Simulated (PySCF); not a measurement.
# SeF⁺: frontier orbitals

PBE0 at R = 1.692 Å; Se jorge-DZP-DKH, F jorge-DZP-DKH; spin-free X2C with a Gaussian nucleus (PySCF 2.14). State: ³Σ⁻ (triplet), unpaired electrons π ↑↑. Only the outer orbitals are listed, counted within each symmetry.

```
spin  orbital  occ.  ε (eV)  on Se (%)           main shells (%)
   α       8σ     1  -42.76          8                    89 F s
   α       9σ     1  -30.06         84            84 Se s, 8 F s
   α      10σ     1  -22.09         34  63 F p, 24 Se p, 10 Se s
   α       4π     1  -21.64         19           81 F p, 18 Se p
   α       4π     1  -21.64         19           81 F p, 18 Se p
   α       5π     1  -17.16         82           82 Se p, 18 F p
   α       5π     1  -17.16         82           82 Se p, 18 F p
   α      11σ     0  -10.10         82           79 Se p, 21 F p
   α      12σ     0    2.19        102                  100 Se s
   α      13σ     0    6.65         92            91 Se p, 9 F p
   β       8σ     1  -42.20          7                    90 F s
   β       9σ     1  -27.93         76    76 Se s, 16 F p, 8 F s
   β      10σ     1  -21.50         40  59 F p, 22 Se p, 17 Se s
   β       4π     1  -20.48         10           90 F p, 10 Se p
   β       4π     1  -20.48         10           90 F p, 10 Se p
   β       5π     0  -12.70         90           90 Se p, 10 F p
   β       5π     0  -12.70         90           90 Se p, 10 F p
   β      11σ     0   -9.23         85           80 Se p, 18 F p
```

**Question.** Which are the highest filled and the lowest empty level, where do they sit, and how wide is the gap?

**Answer.** Highest filled α 5π at -17.16 eV (in %: 82 Se p, 18 F p); lowest empty β 5π at -12.70 eV (in %: 90 Se p, 10 F p); the gap at PBE0 is 4.46 eV. Both belong to one degenerate shell, split only by its one-sided filling, so this is no excitation gap.

```
bond order (Mayer)                                                                                                : 1.03
⟨S²⟩                                                                                                              : 2.003
charge on Se (Mulliken, basis-dependent)                                                                          : 1.30
charge on Se (Löwdin, basis-dependent)                                                                            : 1.28
dipole moment (positive dipole points towards F; it is taken about the centre of mass and depends on that origin) : -2.40 D
polarisability along the bond                                                                                     : 20.2 bohr³
polarisability across the bond                                                                                    : 8.0 bohr³
```

Shares are Mulliken populations and can fall outside 0 to 100 %.

Spin–orbit coupling is left out. The state is the lowest determinant that a PBE0 search found; another state may lie lower at other levels.
